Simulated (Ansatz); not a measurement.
# Ligand exchange: C4H7F + C2H10OSi2 → C4H8O + C2H9FSi2

Species: C4H7F `FC1CCC1`, singlet; C2H10OSi2 `C[SiH2]C[SiH2]O`, singlet; C4H8O (cyclobutanol) `OC1CCC1`, singlet; C2H9FSi2 `C[SiH2]C[SiH2]F`, singlet. The partners trade F for OH: C–F and Si–OH bonds give way to C–OH and Si–F.

Shapes, held fixed at every level: PBE0-D4/def2-TZVP. Flexible molecules stand in one conformer, not always the lowest. Programs: Ansatz 0.2.0. Electronic energies: no zero-point or thermal term.

| level | kind | ΔE (kJ/mol) | less CCSD(T)/CBS estimate |
| --- | --- | --- | --- |
| PBE-D4/def2-TZVPP | GGA | -36.5 | +4.5 |
| B3LYP-D4/def2-TZVPP | global hybrid | -38.0 | +3.0 |
| wB97M-V/def2-TZVPP | range-separated hybrid | -37.5 | +3.5 |
| wB97X-V/def2-TZVPP | range-separated hybrid | -37.5 | +3.5 |
| CCSD(T)/def2-TZVPP | coupled cluster or CI | -39.6 | +1.4 |
| CCSD/def2-TZVPP | coupled cluster or CI | -39.8 | +1.2 |
| CCSD(T)/CBS estimate | coupled cluster or CI | -41.0 | 0.0 |

The highest level, CCSD(T)/CBS estimate, gives ΔE = -41.0 kJ/mol; the levels span -41.0 to -36.5. The column of differences is taken from that level and isn't an error. No measured value is set beside it here. The CBS estimate extrapolates MP2 from def2-TZVPP and def2-QZVPP and adds CCSD(T) − MP2 in the triple-zeta set, cores frozen.
